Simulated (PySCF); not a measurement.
CH3Cl2Si, SMILES Cl[Si](C)Cl (connectivity only; charge and spin as stated), charge +1, multiplicity 1.

The structure is a stationary point at r2SCAN-D4/def2-SVP. The spin state was assumed, not searched. The isomer is the one that the SMILES or the coordinates give; other isomers of the formula were not compared.

These are TDDFT-PBE/def2-SVPD (PySCF) values and carry that method's errors.

Vertical excitations. 

Computed excitation energies, oscillator strengths and character:
| state | energy (eV) | λ (nm) | f | main pairs |
|---|---|---|---|---|
| S1 | 4.92 | 252 | 0.000 | HOMO→LUMO 100 % |
| S2 | 5.28 | 235 | 0.000 | HOMO−1→LUMO 100 % |
| S3 | 5.85 | 212 | 0.053 | HOMO−2→LUMO 84 %, HOMO→LUMO+1 13 % |
| S4 | 6.40 | 194 | 0.053 | HOMO→LUMO+1 86 % |
| S5 | 6.45 | 192 | 0.019 | HOMO−3→LUMO 79 %, HOMO−1→LUMO+1 16 % |
| S6 | 6.63 | 187 | 0.001 | HOMO−2→LUMO+1 99 % |
| S7 | 6.82 | 182 | 0.075 | HOMO−1→LUMO+1 75 %, HOMO−3→LUMO 12 % |
| S8 | 6.87 | 180 | 0.000 | HOMO−5→LUMO 98 % |
| S9 | 6.90 | 180 | 0.008 | HOMO−4→LUMO 89 % |
| S10 | 7.38 | 168 | 0.018 | HOMO−3→LUMO+1 97 % |
| T1 | 4.75 | 261 | 0 | HOMO→LUMO 100 % |
| T2 | 4.97 | 249 | 0 | HOMO−2→LUMO 100 % |
| T3 | 5.03 | 247 | 0 | HOMO−1→LUMO 99 % |
| T4 | 5.45 | 227 | 0 | HOMO−3→LUMO 97 % |
Triplets are in the Tamm–Dancoff approximation, which puts them higher than full response would, so one can lie above its singlet here.
